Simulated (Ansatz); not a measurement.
Born–Oppenheimer molecular dynamics of CH₅ClGe (8 atoms, charge 0, multiplicity 1). It starts from a relaxed structure.

All numbers below come from Ansatz, RKS PBE/def2-SVP.

| Property | Result |
| --- | --- |
| ensemble | NVT, Langevin thermostat |
| time step | 0.5 fs |
| steps asked | 100 |
| set temperature | 700 K |
| friction | 0.01 /fs |
| masses | H 2.014 u |
| seed | 583869 |

First frame:

```xyz
8
Properties=species:S:1:pos:R:3
Ge 0.023 0.013 -0.032
Cl -0.289 -0.169 2.128
H 1.556 0.118 -0.252
C -0.924 1.610 -0.651
H -2.007 1.512 -0.446
H -0.537 2.506 -0.128
H -0.772 1.735 -1.742
H -0.535 -1.286 -0.671
```

Question: How far do the bonds stretch over the last three quarters of this one trajectory? (Pairs bonded in most of those frames.)

Answer: 
```
   bond  mean (Å)  spread (Å)  shortest  longest
Ge1–Cl2     2.245       0.022      2.20     2.27
 Ge1–H3     1.561       0.055      1.47     1.65
 Ge1–C4     1.973       0.021      1.94     2.02
 Ge1–H8     1.554       0.048      1.48     1.64
  C4–H5     1.110       0.027      1.06     1.16
  C4–H6     1.109       0.025      1.07     1.15
  C4–H7     1.108       0.029      1.06     1.15
```

Mean temperature of the second half: 495 K. The mean temperature of the second half is 29 % below the set value. A run of 0.05 ps of so small a system gives no equilibrium averages.

Time of the run: 6.4 min on 1 thread of Arm Neoverse N1, with other jobs on the host, peak memory 0.12 GiB.
